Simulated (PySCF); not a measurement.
C₂H₅Si, SMILES [Si](C)[CH2] (connectivity only; charge and spin as stated), neutral, multiplicity 2. Atoms are numbered in the order given.

```xyz
8

C     -0.3919     1.5673     0.0000
Si     0.5018     0.1218     0.0000
C     -0.3047    -1.5786     0.0000
H      0.0606     2.5511     0.0000
H     -1.4792     1.5433     0.0000
H     -1.3888    -1.4329     0.0000
H     -0.0191    -2.1492    -0.8855
H     -0.0191    -2.1492     0.8855
```
Charge 0, spin multiplicity 2.

Coordinates come from a ωB97X-D3(BJ)/def2-TZVP optimisation. The isomer is the one that the SMILES or the coordinates give; other isomers of the formula were not compared.

Level of theory: PBE0/pcH-1 in PySCF.

Unrestricted Kohn–Sham, ⟨S²⟩ = 0.771. Hyperfine tensors hold the contact and dipolar terms, without spin-orbit corrections.

Computed hyperfine couplings:
```tsv
nucleus	A(iso) (MHz)	A(iso) (G)	dipolar principal values (MHz)
13C no. 1	67.9	24.2	-30.2, 3.5, 26.7
29Si no. 2	-586.7	-209.3	-139.6, 46.5, 93.1
13C no. 3	77.5	27.6	-11.0, -10.1, 21.1
1H no. 4	5.5	2.0	-5.8, -4.1, 9.9
1H no. 5	78.2	27.9	-5.0, -0.2, 5.2
1H no. 6	45.4	16.2	-6.6, 0.2, 6.5
1H no. 7	-1.9	-0.7	-7.1, -2.5, 9.6
1H no. 8	-1.9	-0.7	-7.1, -2.5, 9.6
```

Question: And the g tensor (effective nuclear charges for spin-orbit coupling, GIAO)? (An estimate is asked for; the answer gives what the named calculation found.)

Answer: principal values 1.9996, 2.0024, 2.0050; isotropic 2.0023.
